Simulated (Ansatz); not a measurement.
Cu6P⁻, relaxed as a singlet with RKS PBE0-D4/def2-SVPD in Ansatz, starting from the GFN2-xTB geometry. Force threshold 0.02 eV/Å.

The structure comes from a short search, and lower isomers may exist.

Start:

```xyz
7

P     0.120   -0.623   -1.648
Cu    0.232   -1.150    1.348
Cu   -2.318    2.895   -0.067
Cu    2.361   -0.163    1.996
Cu   -1.141   -1.820   -0.339
Cu   -1.102    1.228   -1.080
Cu    1.848   -0.366   -0.208
```

Q: Estimate the energy that the relaxation releases and the steps that it takes.

A: 181.4 kJ/mol, in 18 steps; 4.8 min on 4 threads of Arm Neoverse V2 on a shared host. No frequencies were taken in this run, so the end may be a saddle point.

Q: Does the start keep its bonding and symmetry?

A: Bonds formed: Cu2–Cu3, Cu2–Cu6 (atoms count from 1). Metal–metal contacts that move far: Cu5–Cu7 3.33 to 2.50 Å, Cu6–Cu7 3.46 to 2.72 Å, Cu5–Cu6 3.14 to 2.50 Å. The end is the same structure that another start reached.

Q: Predict the relaxed structure.

A: 
Cartesian coordinates in Å:
```
P 0.2399 -0.9787 -2.1340
Cu -0.1731 0.4717 1.1879
Cu -1.8025 2.0905 0.6112
Cu 1.9574 -0.1108 2.0429
Cu -0.8536 -1.6217 -0.3052
Cu -0.7911 0.7353 -1.1279
Cu 1.4231 -0.5863 -0.2750
```
Bond lengths (bridged metal pairs left out): 7 × Cu–Cu 2.37 to 2.66 Å; 3 × Cu–P 2.23 to 2.24 Å.
